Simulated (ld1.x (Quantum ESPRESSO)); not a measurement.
**nickel (Ni) TM: all-electron and pseudo phase curves**

```
Element                 : Ni (Z = 28)
Generator               : ld1.x (Quantum ESPRESSO) 7.5
Type                    : norm-conserving Troullier–Martins (Kleinman–Bylander form)
Functional              : PBE
Relativity              : scalar-relativistic
Frozen core             : [Ar]
Valence charge          : 10
Reference configuration : 3d8 4s1.5 4p0.5
Partial waves           : 4s (bound): rc 2.05 bohr; 4p (bound): rc 2.45 bohr; 3d (bound): rc 1.30 bohr
Local potential         : all-electron potential smoothed inside 1.50 bohr (lloc = -1)
Core correction         : Bessel-smoothed model core, default radius (core density twice the valence density)
```

The phase is arctan(r·u′/u) with u = r·R(r), unwrapped; energies in Ry, scanned from -3 to 5 Ry. A pole is an energy at which the radial function vanishes at the test radius. The pseudo phase is shifted by a multiple of π to meet the all-electron one at the reference energy, and phase errors are pseudo minus all-electron; the curves can meet again beyond the range given. Levels narrower than the energy grid can be missing from the lists of poles.

A narrow feature of the pseudo curve, probably an extra level, lies near -0.28 Ry in the s channel; the grid steps over it, so the window and error are not given (n/a).

Q: For each channel, where are the poles, and over which energies does the pseudopotential scatter like the atom?

A:

```json
{"channel": "s", "radius (bohr)": "2.65", "reference energy (Ry)": "-0.46", "poles, all-electron": "1.01", "poles, pseudo": "1.10", "unbroken range about the reference energy with phases within 0.05 rad": "n/a", "phase error 1 Ry above the reference energy (rad)": "n/a"}
{"channel": "p", "radius (bohr)": "2.65", "reference energy (Ry)": "-0.13", "poles, all-electron": "2.02", "poles, pseudo": "1.75, 4.55", "unbroken range about the reference energy with phases within 0.05 rad": "below 1.9", "phase error 1 Ry above the reference energy (rad)": "-0.018"}
{"channel": "d", "radius (bohr)": "2.65", "reference energy (Ry)": "-0.73", "poles, all-electron": "-0.65, 3.83", "poles, pseudo": "-0.65, 4.01", "unbroken range about the reference energy with phases within 0.05 rad": "below 1.2", "phase error 1 Ry above the reference energy (rad)": "+0.004"}
```

Phases in the s channel:

```csv
E (Ry),all-electron,pseudo
-3.00,1.309,1.307
-2.76,1.292,1.290
-2.52,1.271,1.269
-2.28,1.245,1.243
-2.04,1.212,1.209
-1.80,1.167,1.163
-1.56,1.103,1.099
-1.32,1.005,0.999
-1.08,0.838,0.829
-0.84,0.512,0.502
-0.60,-0.104,-0.107
-0.36,-0.758,-0.763
-0.12,-1.122,-1.087
0.12,-1.309,-1.289
0.36,-1.417,-1.401
0.60,-1.489,-1.474
0.84,-1.541,-1.527
1.08,-1.582,-1.568
1.32,-1.617,-1.602
1.56,-1.648,-1.632
1.80,-1.677,-1.660
2.04,-1.707,-1.688
2.28,-1.738,-1.716
2.52,-1.772,-1.746
2.76,-1.813,-1.781
3.00,-1.863,-1.823
3.24,-1.929,-1.875
3.48,-2.022,-1.946
3.72,-2.166,-2.048
3.96,-2.409,-2.211
4.20,-2.829,-2.495
4.44,-3.404,-2.984
4.68,-3.865,-3.570
4.92,-4.134,-3.977
```
